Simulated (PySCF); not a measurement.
An unknown shows these calculated signals:

$^{1}$H NMR (400 MHz, computed): δ 7.59 (m, 2H), 7.47 (m, 2H), 7.22 (t, 1H), 5.39 (s, 2H), 0.32 (br s, 2H).

$^{13}$C{$^{1}$H} NMR (computed): δ 162.0 (C), 134.8 (CH), 126.2 (CH), 124.0 (CH).

Fast rotation and ring inversion assumed for equivalent nuclei, non-relativistic, one conformer, isolated molecule. NMR shieldings at PBE0/pcSseg-1/GIAO; geometry: GFN2-xTB; PySCF.

References, each an isolated molecule treated in the same way: $^{1}$H (31.72 ppm) and $^{13}$C (186.93 ppm) against TMS.

Which of these does the molecule contain: a (CH3)2CH unit, an NH or NH2 group, a heteroaromatic ring, an amide, a benzene ring, a Si–H bond?

Answers


- A (CH3)2CH unit: no.
- An NH or NH2 group: yes (δH 0.32 (br s)).
- A heteroaromatic ring: no.
- An amide: no.
- A benzene ring: yes.
- A Si–H bond: yes (δH 5.39 (s)).

The data belong to `N[SiH2]Oc1ccccc1`, C$_{6}$H$_{9}$NOSi; they needn't prove each group on their own.

Carbon signals by region: 1 in the far downfield region (above 160 ppm), 3 in the sp2 and nitrile region (100–160 ppm). Above 160 ppm: 162.0, aromatic carbon bearing oxygen.

Exchangeable OH/NH protons stand at their gas-phase positions; hydrogen bonding in a real sample shifts them, mostly to higher δ. Shifts are as computed. Against solution values, carbons near 30 ppm lie about +3 ppm off and those near 130 ppm about +5 ppm. Of 1211 compounds with measured shifts, 218 miss one by over three times the rms of a fit or turn the order of signals round; such compounds aren't used in these exercises. Multiplicities follow the n + 1 count of equivalent neighbours, as no J values were calculated; m marks all less simple cases, F and P coupling included.
